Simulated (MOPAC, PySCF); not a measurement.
C$_{2}$H$_{5}$N, SMILES `C=NC`, neutral singlet in the gas phase. 

Cartesian coordinates (Å):
```xyz
8

C      1.2554    -0.1375    -0.3045
N      0.1216    -0.6759    -0.3703
C     -0.9943     0.0304     0.2009
H      2.1173    -0.6512    -0.7293
H      1.4313     0.8408     0.1660
H     -0.7230     0.9973     0.6493
H     -1.4618    -0.5986     0.9631
H     -1.7467     0.1947    -0.5751
```
Charge 0, multiplicity 1.

All levels are single points at this geometry (PBE0-D3(BJ)/def2-TZVP); Pople sets use spherical d functions. Orbital energies aren't observables, and empty levels follow the basis.

AM1 in MOPAC gives dipole (D) = 1.65.

Problem. Estimate the dipole (D) from each of these levels: PBE-D3(BJ)/def2-TZVP in PySCF; PBE0-D3(BJ)/def2-TZVP in PySCF; ωB97X-D3(BJ)/def2-TZVP in PySCF; B3LYP/6-311+G** in PySCF; B3LYP/6-31G* in PySCF; BP86/6-31G* in PySCF; M06-2X/6-31G* in PySCF; PBE/6-31G* in PySCF; SVWN5/6-31G* in PySCF; HF/3-21G in PySCF; HF/6-31G* in PySCF; PM6 in MOPAC.

Solution. 
```json
[
 {"level": "PBE-D3(BJ)/def2-TZVP in PySCF", "dipole (D)": "1.37"},
 {"level": "PBE0-D3(BJ)/def2-TZVP in PySCF", "dipole (D)": "1.48"},
 {"level": "ωB97X-D3(BJ)/def2-TZVP in PySCF", "dipole (D)": "1.55"},
 {"level": "B3LYP/6-311+G** in PySCF", "dipole (D)": "1.60"},
 {"level": "B3LYP/6-31G* in PySCF", "dipole (D)": "1.40"},
 {"level": "BP86/6-31G* in PySCF", "dipole (D)": "1.32"},
 {"level": "M06-2X/6-31G* in PySCF", "dipole (D)": "1.48"},
 {"level": "PBE/6-31G* in PySCF", "dipole (D)": "1.31"},
 {"level": "SVWN5/6-31G* in PySCF", "dipole (D)": "1.34"},
 {"level": "HF/3-21G in PySCF", "dipole (D)": "1.84"},
 {"level": "HF/6-31G* in PySCF", "dipole (D)": "1.73"},
 {"level": "PM6 in MOPAC", "dipole (D)": "2.07"}
]
```
